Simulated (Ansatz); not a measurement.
The same molecule with X = V, Nb, Ta. Ansatz, PBE0-D4/def2-TZVP geometries, multiplicity 1. Each molecule was computed in one conformer, which needn't be the lowest.

Elements past krypton have def2 core potentials. Scalar relativity is left out up to krypton.

```
 X                     molecule  mean X–C bond length / Å  mean X–O bond length / Å  ideal-gas entropy at 298 K and 1 bar (rigid rotor, harmonic PBE0-D4/def2-TZVP) / J/(mol·K)  LUMO energy (ωB97M-V/def2-TZVPP) / eV  LUMO energy (B3LYP/def2-TZVPP) / eV
 V   `[CH3][V](=[O])([OH])[OH]`                     2.013                     1.696                                                                                         352                                  -0.10                                -2.76
Nb  `[CH3][Nb](=[O])([OH])[OH]`                     2.157                     1.830                                                                                         367                                   0.78                                -1.45
```

**Question.** Give the row for X = Ta, `[CH3][Ta](=[O])([OH])[OH]`. (Estimate.)

**Answer.** Ansatz gave: 
| X | molecule | mean X–C bond length / Å | mean X–O bond length / Å | ideal-gas entropy at 298 K and 1 bar (rigid rotor, harmonic PBE0-D4/def2-TZVP) / J/(mol·K) | LUMO energy (ωB97M-V/def2-TZVPP) / eV | LUMO energy (B3LYP/def2-TZVPP) / eV |
| --- | --- | --- | --- | --- | --- | --- |
| Ta | `[CH3][Ta](=[O])([OH])[OH]` | 2.163 | 1.843 | 373 | 1.02 | -0.92 |

From V to Ta the mean X–C bond length rises at each step, by 0.150 Å in all; the mean X–O bond length rises at each step, by 0.147 Å in all; the ideal-gas entropy at 298 K and 1 bar (rigid rotor, harmonic PBE0-D4/def2-TZVP) rises at each step, by 21 J/(mol·K) in all; the LUMO energy (ωB97M-V/def2-TZVPP) rises at each step, by 1.12 eV in all; the LUMO energy (B3LYP/def2-TZVPP) rises at each step, by 1.84 eV in all.

B3LYP here is the variant with VWN-RPA as its local correlation; programs differ in this.
